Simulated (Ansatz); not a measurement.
`C[B](C)[GaH2]` + NH₃ → `C[B](N)[GaH2]` + CH₄ at 500 K and 1 bar (ligand exchange at a B–C bond).

Isolated molecules relaxed with PBE0-D4/def2-TZVP in Ansatz; ΔE leaves out vibrations. CCSD(T)/CBS adds triple-zeta CCSD(T) − MP2 to the extrapolated MP2 energy (def2 sets, frozen cores). This one scheme is used for every species. For Ga outer-core shells are correlated without core-valence functions, which leaves a few kJ/mol of doubt a bond. Scalar relativity is left out up to krypton. Each species was taken in one conformer, which may not be the lowest.

```csv
species,CCSD(T)/CBS energy (Eh),H − E (kJ/mol),S (J/(mol·K))
`C[B](C)[GaH2]`,-2029.63136,284.8,422.9
NH₃,-56.50880,108.2,211.8
`C[B](N)[GaH2]`,-2045.72929,260.5,415.6
CH₄,-40.46206,135.6,206.8
```

H − E and S are ideal-gas, rigid-rotor, harmonic terms from PBE0-D4/def2-TZVP, for one conformer and one mirror image of each species. 1 Eh = 2625.50 kJ/mol, R = 8.31446 J/(mol·K).

Problem. By hand: ΔE, ΔH, ΔS and ΔG.

Solution. ΔE = (-2045.72929) + (-40.46206) − (-2029.63136) − (-56.50880) = -0.05119 Eh = -134.4 kJ/mol. Δ(H − E) = 260.5 + 135.6 − 284.8 − 108.2 = 3.1, so ΔH = -131.3 kJ/mol. ΔS = 415.6 + 206.8 − 422.9 − 211.8 = -12.3 J/(mol·K). ΔG = -131.3 − 500 × (-12.3)/1000 = -125.2 kJ/mol.

Problem. By hand: the equilibrium constant, and the temperature at which ΔG would vanish if ΔH and ΔS stayed fixed.

Solution. log₁₀ K = −ΔG/(RT ln 10) = 13.1. ΔG = 0 at ΔH/ΔS = 10675 K, far beyond where these terms or the molecules hold.

The number of gas molecules stays the same, so ΔS is small and ΔH decides. A doubt of 5 kJ/mol in ΔE shifts log₁₀ K by 0.5 here. Other conformers and mirror images would add mixing entropy, several J/(mol·K) or more a flexible species. These are equilibria of isolated gas molecules and say nothing of rates. Largest T1 diagnostic: 0.013 (customary marks: 0.02 for closed shells, 0.045 for open ones).
